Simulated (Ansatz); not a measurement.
Ansatz (a first-principles code) input (HF/3-21G): The .json file is the Basis Set Exchange's 3-21G.

Ansatz 0.2 input:
```yaml
crystal:
  periodic: [false, false, false]
  atoms:
    - {symbol: O, position_ang: [-1.07265064, 2.42087802, -0.37827363]}
    - {symbol: B, position_ang: [-1.36728405, 1.23059186, -0.17478891]}
    - {symbol: O, position_ang: [-2.40595733, 0.34009528, -0.00513818]}
    - {symbol: I, position_ang: [0.71586742, -0.54716043, 0.07541946]}
    - {symbol: H, position_ang: [-3.27568916, 0.75875732, -0.05599228]}
basis:
  gaussian:
    orbitals: 3-21G.json
hamiltonian:
  xc: {name: HF}
total_charge: -1
phonons: {temperatures: {t_min: 298.15, t_max: 298.15, t_step: 100}}
```

Output:

```
Functional definition: HF
integrals: 0.01 GiB planned
771 factors; integrals over basis functions are off by at most 1.3e-4 eV
mean field: 0.23 GiB planned
mean field evaluation 1: about -192164.9275 eV, gradient 3.1e1 eV
mean field evaluation 2: about -192165.0675 eV, gradient 3.1e1 eV
mean field evaluation 4: about -192167.4393 eV, gradient 3.3e0 eV
mean field evaluation 8: about -192167.4860 eV, gradient 1.3e-1 eV
mean field -192167.48610843 eV, -7062.0248586844 hartree, gradient 3.9e-5 eV, S^2 0.000000; 0 other end points of the search recorded, 0 dependent functions left out
the calculation of the forces begins
reference -192167.48610843 eV, -7062.0248586844 hartree; 38, 38 occupied and 24, 24 virtual orbitals, 771 factors
these checks for a lower state are left out or cut short: stability, starts, cluster_reference, orbital_swaps, neighbouring_geometries, increment
integrals: 0.01 GiB planned
771 factors; integrals over basis functions are off by at most 1.3e-4 eV
mean field: 0.23 GiB planned
mean field evaluation 16: about -192167.4827 eV, gradient 1.2e0 eV
mean field -192167.48586951 eV, -7062.0248499043 hartree, gradient 1.3e-6 eV, S^2 0.000000; 0 other end points of the search recorded, 0 dependent functions left out
the calculation of the forces begins
reference -192167.48586951 eV, -7062.0248499043 hartree; 38, 38 occupied and 24, 24 virtual orbitals, 771 factors
these checks for a lower state are left out or cut short: stability, starts, cluster_reference, orbital_swaps, neighbouring_geometries, increment
integrals: 0.01 GiB planned
771 factors; integrals over basis functions are off by at most 1.3e-4 eV
mean field: 0.23 GiB planned
mean field evaluation 32: about -192167.4859 eV, gradient 1.3e-6 eV
mean field -192167.48586537 eV, -7062.0248497521 hartree, gradient 1.3e-6 eV, S^2 0.000000; 0 other end points of the search recorded, 0 dependent functions left out
the calculation of the forces begins
reference -192167.48586537 eV, -7062.0248497521 hartree; 38, 38 occupied and 24, 24 virtual orbitals, 771 factors
these checks for a lower state are left out or cut short: stability, starts, cluster_reference, orbital_swaps, neighbouring_geometries, increment
integrals: 0.01 GiB planned
771 factors; integrals over basis functions are off by at most 1.3e-4 eV
mean field: 0.23 GiB planned
mean field -192167.48608897 eV, -7062.0248579693 hartree, gradient 1.3e-6 eV, S^2 0.000000; 0 other end points of the search recorded, 0 dependent functions left out
the calculation of the forces begins
reference -192167.48608897 eV, -7062.0248579693 hartree; 38, 38 occupied and 24, 24 virtual orbitals, 771 factors
these checks for a lower state are left out or cut short: stability, starts, cluster_reference, orbital_swaps, neighbouring_geometries, increment
integrals: 0.01 GiB planned
771 factors; integrals over basis functions are off by at most 1.3e-4 eV
mean field: 0.23 GiB planned
mean field -192167.48608935 eV, -7062.0248579831 hartree, gradient 1.3e-6 eV, S^2 0.000000; 0 other end points of the search recorded, 0 dependent functions left out
the calculation of the forces begins
reference -192167.48608935 eV, -7062.0248579831 hartree; 38, 38 occupied and 24, 24 virtual orbitals, 771 factors
these checks for a lower state are left out or cut short: stability, starts, cluster_reference, orbital_swaps, neighbouring_geometries, increment
integrals: 0.01 GiB planned
771 factors; integrals over basis functions are off by at most 1.3e-4 eV
mean field: 0.23 GiB planned
mean field -192167.48581692 eV, -7062.0248479715 hartree, gradient 1.3e-6 eV, S^2 0.000000; 0 other end points of the search recorded, 0 dependent functions left out
the calculation of the forces begins
reference -192167.48581692 eV, -7062.0248479715 hartree; 38, 38 occupied and 24, 24 virtual orbitals, 771 factors
these checks for a lower state are left out or cut short: stability, starts, cluster_reference, orbital_swaps, neighbouring_geometries, increment
integrals: 0.01 GiB planned
771 factors; integrals over basis functions are off by at most 1.3e-4 eV
mean field: 0.23 GiB planned
mean field evaluation 64: about -192167.4827 eV, gradient 1.2e0 eV
mean field -192167.48581820 eV, -7062.0248480185 hartree, gradient 1.3e-6 eV, S^2 0.000000; 0 other end points of the search recorded, 0 dependent functions left out
the calculation of the forces begins
reference -192167.48581820 eV, -7062.0248480185 hartree; 38, 38 occupied and 24, 24 virtual orbitals, 771 factors
these checks for a lower state are left out or cut short: stability, starts, cluster_reference, orbital_swaps, neighbouring_geometries, increment
integrals: 0.01 GiB planned
771 factors; integrals over basis functions are off by at most 1.3e-4 eV
mean field: 0.23 GiB planned
[...]
mean field: 0.23 GiB planned
mean field -192167.48603618 eV, -7062.0248560293 hartree, gradient 1.3e-6 eV, S^2 0.000000; 0 other end points of the search recorded, 0 dependent functions left out
the calculation of the forces begins
reference -192167.48603618 eV, -7062.0248560293 hartree; 38, 38 occupied and 24, 24 virtual orbitals, 771 factors
these checks for a lower state are left out or cut short: stability, starts, cluster_reference, orbital_swaps, neighbouring_geometries, increment
integrals: 0.01 GiB planned
771 factors; integrals over basis functions are off by at most 1.3e-4 eV
mean field: 0.23 GiB planned
mean field evaluation 96: about -192167.4860 eV, gradient 1.1e-4 eV
mean field -192167.48600240 eV, -7062.0248547879 hartree, gradient 1.3e-6 eV, S^2 0.000000; 0 other end points of the search recorded, 0 dependent functions left out
the calculation of the forces begins
reference -192167.48600240 eV, -7062.0248547879 hartree; 38, 38 occupied and 24, 24 virtual orbitals, 771 factors
these checks for a lower state are left out or cut short: stability, starts, cluster_reference, orbital_swaps, neighbouring_geometries, increment
integrals: 0.01 GiB planned
771 factors; integrals over basis functions are off by at most 1.3e-4 eV
mean field: 0.23 GiB planned
mean field -192167.48600377 eV, -7062.0248548381 hartree, gradient 1.3e-6 eV, S^2 0.000000; 0 other end points of the search recorded, 0 dependent functions left out
the calculation of the forces begins
reference -192167.48600377 eV, -7062.0248548381 hartree; 38, 38 occupied and 24, 24 virtual orbitals, 771 factors
these checks for a lower state are left out or cut short: stability, starts, cluster_reference, orbital_swaps, neighbouring_geometries, increment
integrals: 0.01 GiB planned
771 factors; integrals over basis functions are off by at most 1.3e-4 eV
mean field: 0.23 GiB planned
mean field -192167.48599647 eV, -7062.0248545699 hartree, gradient 1.3e-6 eV, S^2 0.000000; 0 other end points of the search recorded, 0 dependent functions left out
the calculation of the forces begins
reference -192167.48599647 eV, -7062.0248545699 hartree; 38, 38 occupied and 24, 24 virtual orbitals, 771 factors
these checks for a lower state are left out or cut short: stability, starts, cluster_reference, orbital_swaps, neighbouring_geometries, increment
integrals: 0.01 GiB planned
771 factors; integrals over basis functions are off by at most 1.3e-4 eV
mean field: 0.23 GiB planned
mean field -192167.48599971 eV, -7062.0248546890 hartree, gradient 1.3e-6 eV, S^2 0.000000; 0 other end points of the search recorded, 0 dependent functions left out
the calculation of the forces begins
reference -192167.48599971 eV, -7062.0248546890 hartree; 38, 38 occupied and 24, 24 virtual orbitals, 771 factors
these checks for a lower state are left out or cut short: stability, starts, cluster_reference, orbital_swaps, neighbouring_geometries, increment
integrals: 0.01 GiB planned
771 factors; integrals over basis functions are off by at most 1.3e-4 eV
mean field: 0.23 GiB planned
mean field evaluation 128: about -192167.2442 eV, gradient 1.2e0 eV
mean field -192167.48610388 eV, -7062.0248585174 hartree, gradient 1.3e-6 eV, S^2 0.000000; 0 other end points of the search recorded, 0 dependent functions left out
the calculation of the forces begins
reference -192167.48610388 eV, -7062.0248585174 hartree; 38, 38 occupied and 24, 24 virtual orbitals, 771 factors
these checks for a lower state are left out or cut short: stability, starts, cluster_reference, orbital_swaps, neighbouring_geometries, increment
integrals: 0.01 GiB planned
771 factors; integrals over basis functions are off by at most 1.3e-4 eV
mean field: 0.23 GiB planned
mean field -192167.48610447 eV, -7062.0248585389 hartree, gradient 1.3e-6 eV, S^2 0.000000; 0 other end points of the search recorded, 0 dependent functions left out
the calculation of the forces begins
reference -192167.48610447 eV, -7062.0248585389 hartree; 38, 38 occupied and 24, 24 virtual orbitals, 771 factors
these checks for a lower state are left out or cut short: stability, starts, cluster_reference, orbital_swaps, neighbouring_geometries, increment
integrals: 0.01 GiB planned
771 factors; integrals over basis functions are off by at most 1.3e-4 eV
mean field: 0.23 GiB planned
mean field -192167.48610551 eV, -7062.0248585771 hartree, gradient 1.3e-6 eV, S^2 0.000000; 0 other end points of the search recorded, 0 dependent functions left out
the calculation of the forces begins
reference -192167.48610551 eV, -7062.0248585771 hartree; 38, 38 occupied and 24, 24 virtual orbitals, 771 factors
these checks for a lower state are left out or cut short: stability, starts, cluster_reference, orbital_swaps, neighbouring_geometries, increment
integrals: 0.01 GiB planned
771 factors; integrals over basis functions are off by at most 1.3e-4 eV
mean field: 0.23 GiB planned
mean field evaluation 160: about -192167.4861 eV, gradient 2.0e-3 eV
mean field -192167.48610495 eV, -7062.0248585565 hartree, gradient 1.3e-6 eV, S^2 0.000000; 0 other end points of the search recorded, 0 dependent functions left out
the calculation of the forces begins
reference -192167.48610495 eV, -7062.0248585565 hartree; 38, 38 occupied and 24, 24 virtual orbitals, 771 factors
these checks for a lower state are left out or cut short: stability, starts, cluster_reference, orbital_swaps, neighbouring_geometries, increment
integrals: 0.01 GiB planned
771 factors; integrals over basis functions are off by at most 1.3e-4 eV
mean field: 0.23 GiB planned
mean field -192167.48607226 eV, -7062.0248573552 hartree, gradient 1.3e-6 eV, S^2 0.000000; 0 other end points of the search recorded, 0 dependent functions left out
the calculation of the forces begins
reference -192167.48607226 eV, -7062.0248573552 hartree; 38, 38 occupied and 24, 24 virtual orbitals, 771 factors
these checks for a lower state are left out or cut short: stability, starts, cluster_reference, orbital_swaps, neighbouring_geometries, increment
integrals: 0.01 GiB planned
771 factors; integrals over basis functions are off by at most 1.3e-4 eV
mean field: 0.23 GiB planned
mean field -192167.48607318 eV, -7062.0248573891 hartree, gradient 1.3e-6 eV, S^2 0.000000; 0 other end points of the search recorded, 0 dependent functions left out
the calculation of the forces begins
reference -192167.48607318 eV, -7062.0248573891 hartree; 38, 38 occupied and 24, 24 virtual orbitals, 771 factors
these checks for a lower state are left out or cut short: stability, starts, cluster_reference, orbital_swaps, neighbouring_geometries, increment
integrals: 0.01 GiB planned
771 factors; integrals over basis functions are off by at most 1.3e-4 eV
mean field: 0.23 GiB planned
mean field evaluation 192: about -192167.4860 eV, gradient 1.1e-4 eV
mean field -192167.48603794 eV, -7062.0248560939 hartree, gradient 1.3e-6 eV, S^2 0.000000; 0 other end points of the search recorded, 0 dependent functions left out
the calculation of the forces begins
reference -192167.48603794 eV, -7062.0248560939 hartree; 38, 38 occupied and 24, 24 virtual orbitals, 771 factors
these checks for a lower state are left out or cut short: stability, starts, cluster_reference, orbital_swaps, neighbouring_geometries, increment
integrals: 0.01 GiB planned
771 factors; integrals over basis functions are off by at most 1.3e-4 eV
mean field: 0.23 GiB planned
mean field -192167.48603772 eV, -7062.0248560859 hartree, gradient 1.3e-6 eV, S^2 0.000000; 0 other end points of the search recorded, 0 dependent functions left out
the calculation of the forces begins
reference -192167.48603772 eV, -7062.0248560859 hartree; 38, 38 occupied and 24, 24 virtual orbitals, 771 factors
Total energy: -192167.48610843 eV, -7062.0248586844 hartree
Atom 0 at    -1.072651     2.420878    -0.378274 Å, force    -0.000066     0.000384    -0.000062 eV/Å
Atom 1 at    -1.367284     1.230592    -0.174789 Å, force     0.000751     0.000145    -0.000040 eV/Å
Atom 2 at    -2.405957     0.340095    -0.005138 Å, force    -0.000953    -0.000257     0.000063 eV/Å
Atom 3 at     0.715867    -0.547160     0.075419 Å, force     0.000157    -0.000114     0.000016 eV/Å
Atom 4 at    -3.275689     0.758757    -0.055992 Å, force     0.000111    -0.000159     0.000024 eV/Å
Dipole moment:    -0.512178    -0.312747     0.062719 e Å
Vibrations: 103.56 216.44 303.01 443.20 579.93 1027.21 1154.71 1998.51 3871.70 cm⁻¹, zero-point energy 0.601216 eV
```

The blocks after the first are displaced geometries, from whose forces the wavenumbers follow.

The dipole moment of an ion depends on the origin.
